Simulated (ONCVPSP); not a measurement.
**u(r) = r·R(r): atom against pseudo-atom (magnesium (Mg))**

Columns: radius, all-electron u(r) and pseudo u(r) of the 2s shell (level -84.11 eV) of magnesium in the configuration [He] 2s2 2p6 3s1.5; PBE, scalar-relativistic, ONCV scheme, ONCVPSP 4.0.1.

```
r (bohr)  all-electron  pseudo
   0.047       -0.5224  0.1496
   0.095       -0.5028  0.3004
   0.142       -0.2527  0.4439
   0.190        0.0740  0.5840
   0.237        0.3855  0.7122
   0.285        0.6599  0.8314
   0.332        0.8729  0.9340
   0.380        1.0339  1.0223
   0.427        1.1410  1.0909
   0.475        1.2062  1.1415
   0.522        1.2347  1.1718
   0.570        1.2354  1.1832
   0.617        1.2146  1.1763
   0.665        1.1774  1.1528
   0.712        1.1298  1.1159
   0.760        1.0734  1.0670
   0.807        1.0135  1.0111
   0.855        0.9500  0.9494
   0.902        0.8870  0.8868
   0.950        0.8233  0.8232
   0.997        0.7625  0.7624
   1.045        0.7027  0.7026
   1.092        0.6469  0.6468
   1.140        0.5929  0.5928
   1.187        0.5433  0.5432
   1.235        0.4959  0.4958
```

Task: How many radial nodes do the two functions have?

Result: The all-electron 2s function has n − l − 1 = 1; the pseudo-wave has 0, since the states of the same l below it are removed with the core.

Task: At about which radius was the pseudo-wave matched?

Result: 0.95 bohr, where the columns begin to agree (steps of 0.05 bohr).

Task: Is the pseudo-wave norm-conserving?

Result: Yes: the ONCV scheme keeps the norm inside the radius equal to the all-electron one, which fixes the energy derivative of the logarithmic derivative at the level.
